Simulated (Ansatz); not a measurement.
Cost and result for the atomization energy of C2H5FO2Si, SMILES `O=C(O)C[SiH2]F` (11 atoms, 10 bonds).

```xyz
11

O     0.205   -0.369    1.730
C    -0.491   -0.722    0.810
O    -1.440   -1.656    0.944
C    -0.377   -0.166   -0.571
Si    0.993    1.118   -0.583
F     1.077    1.683   -2.084
H    -1.425   -1.943    1.868
H    -0.178   -0.977   -1.278
H    -1.337    0.264   -0.873
H     0.671    2.258    0.302
H     2.303    0.511   -0.266
```

Total charge 0; spin multiplicity 1. The structure was optimised at the PBE0-D4/def2-TZVP level. It is one conformer, not always the lowest. Program: Ansatz. All runs use 4 threads of an Arm Neoverse N1 on a shared host. Times are those of one run each, without the atoms' runs, and a repeat can differ threefold. Electronic energies, without spin–orbit coupling; frozen cores. CCSD(T)/CBS adds CCSD(T) − MP2 in def2-TZVPP to the MP2 limit, and its time is that of the two runs behind it. T1 = 0.014. B3LYP takes the VWN-RPA correlation (the form of Gaussian; ORCA's B3LYP/G).

CCSD(T)/CBS is a level of theory with its own doubt, some kJ/mol a heavy atom from the limit and from the frozen cores, so smaller differences don't rank the functionals.

```tsv
level	functions	wall time	atomization (kJ/mol)	difference from CCSD(T)/CBS	per bond
PBE-D4/def2-TZVPP (with forces)	267	4.7 s	4588.4	105.2	10.5
PBE0-D4/def2-TZVPP	267	6 s	4470.5	-12.7	-1.3
B3LYP-D4/def2-TZVPP (with forces)	267	9 s	4460.5	-22.7	-2.3
r2SCAN-D4/def2-TZVPP (with forces)	267	9.5 s	4495.7	12.5	1.3
B2PLYP/def2-TZVPP	267	11 s	4430.4	-52.8	-5.3
ωB97X-V/def2-TZVPP	267	15 s	4493.1	9.9	1.0
ωB97M-V/def2-TZVPP (with forces)	267	21 s	4493.1	9.9	1.0
MP2/def2-QZVPP	505	45 s	4559.0	75.8	7.6
CCSD(T)/def2-TZVPP	267	8 min	4357.8	-125.4	-12.5
CCSD(T)/CBS(def2)	–	8.8 min	4483.2	0.0	0.0
```

The D4 term adds +34.7 kJ/mol with B3LYP and +18.1 kJ/mol with PBE0; it sums over pairs of atoms, weighted by their polarisabilities, and B3LYP, whose exchange is more repulsive, gets the larger term. From PBE to PBE0 (25 % exact exchange), in def2-TZVPP and without D4, the atomization energy moves by −114.4 kJ/mol: exact exchange takes away binding that semilocal exchange gives to molecules. In def2-TZVPP, CCSD(T) changes the Hartree–Fock value by +1162.2 kJ/mol (the triples alone add +77.5 kJ/mol) and MP2 by +1288.5 kJ/mol; breaking electron pairs costs correlation energy, which Hartree–Fock lacks.
